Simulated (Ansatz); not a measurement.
Program: Ansatz. Geometries: PBE0-D4/def2-TZVP. ΔE: electronic, gas phase. CCSD(T)/CBS is the MP2 limit (def2-TZVPP, def2-QZVPP) plus CCSD(T) − MP2 in def2-TZVPP, frozen cores. This one scheme is used for every species. DFT in def2-TZVPP. For Ge outer-core shells are correlated without core-valence functions, which leaves a few kJ/mol of doubt a bond. Scalar relativity is left out up to krypton. Each species was taken in one conformer, which may not be the lowest.

Reaction (formal hydrolysis of a B–O bond): `NB(F)[O][GeH3]` + H₂O → `NB(O)F` + `[OH][GeH3]`

Is it downhill or uphill in electronic energy at CCSD(T)/CBS, and by how much? (An estimate is asked.)

Computed: Uphill: ΔE = +0.21 eV.

What do these levels give: PBE0-D4, B2PLYP, MP2/def2-TZVPP, SCS-MP2/def2-TZVPP, CCSD(T)/def2-TZVPP, HF/def2-QZVPP? (Estimate.)

Ansatz gave: PBE0-D4 0.16, B2PLYP 0.16, MP2/def2-TZVPP 0.20, SCS-MP2/def2-TZVPP 0.19, CCSD(T)/def2-TZVPP 0.20, HF/def2-QZVPP 0.16 eV.

Largest T1 diagnostic among the species: 0.012.

The D4 term adds +0.05 eV with B3LYP and +0.03 eV with PBE0; it sums over pairs of atoms, weighted by their polarisabilities, and B3LYP, whose exchange is more repulsive, gets the larger term. In def2-TZVPP, CCSD(T) changes the Hartree–Fock value by +0.04 eV (the triples alone add +0.01 eV) and MP2 by +0.04 eV.

B3LYP here is the variant with VWN-RPA as its local correlation; programs differ in this.
